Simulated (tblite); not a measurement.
Start geometry of `[H]/[C]=C(/C=O)CC=O` [radical] from a force field or distance geometry (Å):
```
atom  x, y, z in Å
C1     1.216    1.029   -1.108
C2     0.652    0.219   -0.263
C3     1.249    0.110    1.111
O4     0.776   -0.631    1.948
C5    -0.513   -0.674   -0.545
C6    -1.722   -0.188    0.213
O7    -2.517    0.631   -0.236
H8     1.647    1.708   -1.808
H9     2.117    0.755    1.310
H10   -0.318   -1.715   -0.272
H11   -0.760   -0.664   -1.622
H12   -1.826   -0.581    1.245
```

Q: What comes out of this run: GFN2-xTB geometry optimisation, gas phase (tblite)?

A: 
```
atom  x, y, z in Å
C1     1.232    1.153   -0.956
C2     0.728    0.242   -0.185
C3     1.284   -0.049    1.160
O4     0.873   -0.910    1.889
C5    -0.478   -0.639   -0.547
C6    -1.696   -0.051    0.108
O7    -2.611    0.448   -0.484
H8     1.109    1.615   -1.905
H9     2.129    0.600    1.440
H10   -0.286   -1.629   -0.129
H11   -0.611   -0.683   -1.627
H12   -1.671   -0.097    1.211
```

The energy falls by 5.2 kcal/mol over 72 L-BFGS steps, the largest force on an atom goes from 2.11 to 0.006 eV/Å, and the atoms move by 0.284 Å rms after alignment. The bond that changes most is C2–C5 (ends: carbon bonded to 3 C; carbon bonded to 2 C and 2 H), which lengthens by 0.042 Å. Bonds longer at the end by more than 0.005 Å: 1 of 11; shorter: 4. Among the angles that change most is C2–C1–H8, from 178.1° to 142.4°. Among the dihedrals that turn most is C2–C5–C6–O7, from 89° to 113°. Rotational constants go from 3888, 2161, 1594 to 4187, 2013, 1510 MHz. The orientation of the end geometry is arbitrary; only internal coordinates are fixed.

Its GFN2-xTB frequencies are all real (lowest 49 cm⁻¹).

One conformer stands for the species.

The numbers are calculated, not measured.
